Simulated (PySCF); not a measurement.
Peak assignment

Structure with atom numbers: `[CH3:1][N:2]([SiH3:3])[CH2:4][C:5]#[C:6][C:7](=[O:8])[OH:9]`. Each H is labelled by its parent atom.

Fast rotation and ring inversion assumed for equivalent nuclei, one computed conformer, in vacuum, relativity neglected. GIAO PBE0/pcSseg-1 shieldings; coordinates at the GFN2-xTB level; PySCF 2.14.

Scale: ¹³C (σref 186.93) and ¹H (σref 31.72) against TMS (reference shieldings calculated alike).

Q: Assign these signals to the numbered atoms. ¹³C{¹H} NMR (computed): δ 158.0 (C), 95.9 (C), 82.3 (C), 45.4 (CH2), 39.6 (CH3).

A: 
```tsv
δ (ppm)	atoms	environment	reason
158.0	C7	carboxylic acid carbon	lone-pair donation from the attached heteroatom keeps it upfield of a ketone carbonyl
95.9	C5	alkyne carbon	sp carbons lie upfield of alkene carbons because the cylindrical π system leaves one tensor component strongly shielded
82.3	C6	alkyne carbon	–
45.4	C4	propargylic sp3 CH2 bonded to N	the inductive effect lowers its shielding
39.6	C1	methyl carbon bonded to N	the inductive effect lowers its shielding
```

Q: Assign these signals to the numbered atoms. ¹H NMR (600 MHz, computed): δ 6.24 (br s, 1H), 4.64 (s, 3H), 3.86 (s, 2H), 2.77 (s, 3H).

A: 
| δ (ppm) | atoms | environment | reason |
| --- | --- | --- | --- |
| 6.24 | H(O9) | hydrogen on an acid hydroxyl oxygen | exchangeable; this is the value without hydrogen bonding to other molecules |
| 4.64 | H(Si3) | hydrogen on a silicon bonded to N | – |
| 3.86 | H(C4) | hydrogen on a propargylic sp3 CH2 bonded to N | its carbon carries N, which withdraws density |
| 2.77 | H(C1) | hydrogen on a methyl carbon bonded to N | its carbon carries N, an electronegative neighbour |

The OH or NH signal is concentration- and solvent-dependent in practice; the value given is the gas-phase one. Shifts are as computed. Against solution values, carbons near 30 ppm lie about +3 ppm off and those near 130 ppm about +5 ppm. Of 1309 compounds with measured shifts, 239 miss one by over three times the rms of a fit or turn the order of signals round; such compounds aren't used in these exercises. The C=O carbon of an acid or of an amide with N–H lies up to 10 ppm further downfield in solution, through hydrogen bonding that the calculation lacks. No couplings were computed; multiplicities are counted from neighbouring protons, with m where these are inequivalent, close in shift, in a saturated or five-membered ring or joined by F or P, and br s for small geminal =CH2 splittings.
